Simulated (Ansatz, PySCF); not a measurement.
[(E)-2-silylethenyl]silane (C2H8Si2), SMILES [SiH3]/C=C/[SiH3]. Atoms are numbered in the order given.

```xyz
12

Si     2.2973     0.3095    -0.0333
C      0.4463     0.3902    -0.3174
C     -0.4463    -0.3907     0.3174
Si    -2.2974    -0.3098     0.0335
H      2.5878    -0.7409     0.9888
H      3.0124    -0.0216    -1.3049
H      2.8154     1.6283     0.4469
H      0.0725     1.1225    -1.0487
H     -0.0725    -1.1229     1.0488
H     -3.0122     0.0221     1.3052
H     -2.8158    -1.6287    -0.4460
H     -2.5878     0.7403    -0.9889
```
Charge 0, spin multiplicity 1.

The structure is a stationary point at PBE0-D3(BJ)/def2-SVP.

Two levels are set side by side: PBE-D3(BJ)/def2-SVP (Ansatz, a quantum-chemistry and plane-wave program) and PBE0-D3(BJ)/def2-SVP (Ansatz). Each level has its own optimised geometry; the coordinates shown are those of the second. Frequencies come from the Hessian of PySCF at each geometry. Differences are taken from unrounded values.

```tsv
quantity	PBE0-D3(BJ)
mean bond length (Å)	1.479
bond Si1–C2 (Å)	1.874
bond C2–C3 (Å)	1.345
bond C3–Si4 (Å)	1.874
bond Si1–H5 (Å)	1.494
bond Si1–H6 (Å)	1.496
bond Si1–H7 (Å)	1.496
bond C2–H8 (Å)	1.100
bond C3–H9 (Å)	1.100
bond Si4–H10 (Å)	1.496
bond Si4–H11 (Å)	1.496
bond Si4–H12 (Å)	1.494
highest harmonic wavenumber (cm⁻¹)	3135
mean harmonic wavenumber (cm⁻¹)	1201
zero-point energy (kcal/mol)	51.50
```

Question: What does PBE-D3(BJ) give, and how far is it from PBE0-D3(BJ)? (Estimate from the structure and the level; the computed values follow.)

Answer: 
```csv
quantity,PBE-D3(BJ),PBE-D3(BJ) minus PBE0-D3(BJ)
mean bond length (Å),1.489,0.010
bond Si1–C2 (Å),1.883,0.008
bond C2–C3 (Å),1.356,0.011
bond C3–Si4 (Å),1.883,0.008
bond Si1–H5 (Å),1.504,0.010
bond Si1–H6 (Å),1.507,0.011
bond Si1–H7 (Å),1.507,0.011
bond C2–H8 (Å),1.109,0.008
bond C3–H9 (Å),1.109,0.008
bond Si4–H10 (Å),1.507,0.011
bond Si4–H11 (Å),1.507,0.011
bond Si4–H12 (Å),1.504,0.010
highest harmonic wavenumber (cm⁻¹),3042,-93
mean harmonic wavenumber (cm⁻¹),1161,-40
zero-point energy (kcal/mol),49.79,-1.71
```

Exact exchange shortens and stiffens bonds; PBE has none. Differences between two approximate levels are no errors against the true value.
